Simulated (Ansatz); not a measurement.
CH4Sn (SMILES [CH3][SnH]), singlet, geometry from GFN2-xTB (such geometries of metal compounds can be far from the true shape) (core potentials on Sn), with bond 4-3 at 1.4 times its length; SC-NEVPT2/def2-SVP, CASSCF(4,3) run with Ansatz (a first-principles code).

The Ansatz input:
Ansatz 0.2 input:
```yaml
crystal:
  periodic: [false, false, false]
  atoms:
    - {symbol: Sn, position_ang: [-0.00443637, 0.25587372, 0.24925384]}
    - {symbol: H, position_ang: [-0.17039023, 1.47463113, -1.09984473]}
    - {symbol: C, position_ang: [0.04116264, -1.48465275, -1.17616053]}
    - {symbol: H, position_ang: [1.20939351, -1.35983221, -2.15059022]}
    - {symbol: H, position_ang: [-0.87079244, -1.52291364, -1.77246284]}
    - {symbol: H, position_ang: [0.14041219, -2.44199198, -0.66123974]}
basis:
  gaussian:
    orbitals: def2-SVP
magnetization: {spin_polarized: false}
correlation: {method: sc_nevpt2, electrons: all, active_space: {window: {electrons: 4, orbitals: 3}}}
```

Q: Write the output that Ansatz gives for this input, abridged.

A: 
```
Functional definition: HF
700 factors; integrals over basis functions are off by at most 1.2e-3 eV
mean field evaluation 1: about -6894.3240 eV, gradient 2.1e1 eV
mean field evaluation 2: about -6894.3284 eV, gradient 2.1e1 eV
mean field evaluation 4: about -6895.8302 eV, gradient 2.0e0 eV
mean field evaluation 8: about -6895.8563 eV, gradient 7.1e-5 eV
mean field -6895.85626579 eV, -253.4180435884 hartree, gradient 5.8e-6 eV, S^2 0.000000; 0 other end points of the search recorded, 0 dependent functions left out; unrestricted orbitals would lower it
reference -6895.85626579 eV, -253.4180435884 hartree; 16, 16 occupied and 44, 44 virtual orbitals, 700 factors
state -6896.63475162 eV, -253.4466524153 hartree
state -6896.63475162 eV, -253.4466524153 hartree; corrected -6903.19523192 eV, -253.6877456192 hartree
state -6896.25845351 eV, -253.4328237146 hartree
state -6896.25845351 eV, -253.4328237146 hartree; corrected -6903.17326055 eV, -253.6869381863 hartree
state -6896.63475162 eV, -253.4466524153 hartree; corrected -6903.19523192 eV, -253.6877456192 hartree
Total energy: -6903.19523192 eV, -253.6877456192 hartree
```
